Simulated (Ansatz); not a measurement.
Consider the redistribution: `[CH3][Al]1[CH2][SiH2]1` + `CC[Si]S` → `[SH][Al]1[CH2][SiH2]1` + `CC[Si]C`.

Isolated molecules relaxed with PBE0-D4/def2-TZVP in Ansatz; ΔE leaves out vibrations. CCSD(T)/CBS is the MP2 limit (def2-TZVPP, def2-QZVPP) plus CCSD(T) − MP2 in def2-TZVPP, frozen cores. This one scheme is used for every species. Functionals use def2-TZVPP. B3LYP here is the variant with VWN-RPA as its local correlation; programs differ in this. HSE06 is defined as in plane-wave codes. Each species was taken in one conformer, which may not be the lowest.

`[CH3][Al]1[CH2][SiH2]1`:

Cartesian coordinates in Å:
```
C 0.576 0.430 2.245
Al 0.045 0.240 0.384
C 0.063 -1.023 -1.102
Si -0.834 0.554 -1.752
H -0.007 -0.253 2.871
H 1.629 0.158 2.368
H 0.435 1.445 2.621
H 1.086 -1.066 -1.500
H -0.400 -2.002 -1.220
H -0.296 1.193 -2.986
H -2.296 0.323 -1.929
```

`CC[Si]S`:

```xyz
10

C    -1.272   -0.556    0.618
C    -0.073   -0.031   -0.163
Si    1.373    0.538    0.945
S     2.744    1.185   -0.559
H    -2.079   -0.880   -0.045
H    -1.682    0.208    1.283
H    -0.999   -1.411    1.243
H     0.316   -0.799   -0.845
H    -0.360    0.814   -0.801
H     2.031    0.932   -1.675
```

`[SH][Al]1[CH2][SiH2]1`:

Z-matrix (Å, degrees):
```
C
Al 1 1.943
Si 1 1.935 2 73.5
H 1 1.096 2 112.5 3 -107.0
H 1 1.090 2 127.7 3 112.9
S 2 2.173 1 140.1 3 -178.7
H 3 1.488 1 113.2 2 110.3
H 3 1.488 1 117.1 2 -120.9
H 6 1.345 2 93.2 1 -177.0
```

`CC[Si]C`:

Cartesian coordinates in Å:
```
C 0.336 -0.486 -1.286
C 0.102 0.938 -0.800
Si 0.117 1.399 1.045
C -0.333 -0.274 1.815
H -0.369 -1.189 -0.836
H 0.230 -0.568 -2.372
H 1.342 -0.832 -1.034
H -0.921 1.268 -1.068
H 0.745 1.648 -1.333
H -1.244 -0.688 1.366
H 0.465 -1.000 1.607
H -0.470 -0.217 2.896
```

```csv
level,ΔE (kcal/mol),difference from CCSD(T)/CBS
r2SCAN-D4,2.3,1.1
B97M-V,2.1,0.9
B3LYP-D4,2.2,1.0
r2SCAN0-D4,1.8,0.6
HSE06-D4,2.3,1.1
CAM-B3LYP-D4,1.6,0.4
ωB97X-V,1.3,0.1
PBE-QIDH,1.6,0.4
B3LYP,2.5,1.3
HSE06,2.5,1.3
BHLYP,1.4,0.2
CAM-B3LYP,1.8,0.6
LC-ωPBE,1.5,0.3
HF/def2-TZVPP,-0.1,-1.3
SCS-MP2/def2-QZVPP,1.2,0.0
MP2/CBS(def2),1.8,0.6
CCSD(T)/CBS,1.2,0
```

Largest T1 diagnostic among the species: 0.013.

From BLYP to BHLYP (50 % exact exchange), in def2-TZVPP and without D4, ΔE moves by −2.0 kcal/mol. Leaving LDA and LC-ωPBE aside and taking each functional with its dispersion term where it has one, the values, not all of them listed here, spread over 2.0 kcal/mol, from BHLYP-D4 to PBE-D4. In def2-TZVPP, CCSD(T) changes the Hartree–Fock value by +0.8 kcal/mol (the triples alone add +0.4 kcal/mol) and MP2 by +1.4 kcal/mol.
